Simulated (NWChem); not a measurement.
# CH2NO cation; SMILES C(=[NH2+])=O

```xyz
5

N      0.0000     0.0000     1.1208
C      0.0000     0.0000    -0.1480
O      0.0000     0.0000    -1.2752
H      0.0000     0.8859     1.6425
H      0.0000    -0.8859     1.6425
```
Atoms are numbered in this order, from 1.

Computed with NWChem. All runs use the structure optimised with PBE0/def2-SVP. GIAO values for the isolated, static molecule; σ is the absolute isotropic shielding, δ = σ(reference) − σ with the isolated reference molecule computed at the same levels (13C: tetramethylsilane, 1H: tetramethylsilane, 15N: ammonia, 17O: water).

Task: Estimate the computed values for LDA (Slater exchange, VWN5)/pcSseg-1. Quantities: δ N1 (ppm); δ C2 (ppm); δ O3 (ppm); δ H4 (ppm).

Result: 
* **δ N1 (ppm)**: 54.0
* **δ C2 (ppm)**: 147.6
* **δ O3 (ppm)**: 328.3
* **δ H4 (ppm)**: 6.35
